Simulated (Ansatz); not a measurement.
Molecule: sum formula NHTeI (charge 0, doublet). It need not be the lowest isomer of its formula. 
Geometry from a B3LYP-D3(BJ)/def2-TZVP (Ansatz, a first-principles code) optimisation:
SMILES: [NH][Te]I
```xyz
4

Te    -0.0361    -0.9842     0.7850
I      0.1966     1.3020    -0.7154
N     -1.0327    -2.2732    -0.2479
H     -1.3105    -1.9154    -1.1648
```
Charge 0, spin multiplicity 2.

Problem. Give the harmonic wavenumbers at B3LYP-D3(BJ)/def2-TZVP (Ansatz, finite differences of forces, unscaled).

Solution. 137, 196, 204, 633, 891, 3450 cm⁻¹. Zero-point energy 7.9 kcal/mol.

Problem. From these and the geometry, give the ideal-gas thermochemistry at 298.15 K and 1 atm (rigid rotor, harmonic oscillator).

Solution. Point group Cs, rotational symmetry number 1. Rotational constants 11.15, 0.9415, 0.8682 GHz. S(trans) 42.67, S(rot) 27.96, S(vib) 7.65, S(elec, spin only) 1.38, S 79.7 cal/(mol K). H(298) - H(0) 3.62 kcal/mol; G - E(el) -12.3 kcal/mol.
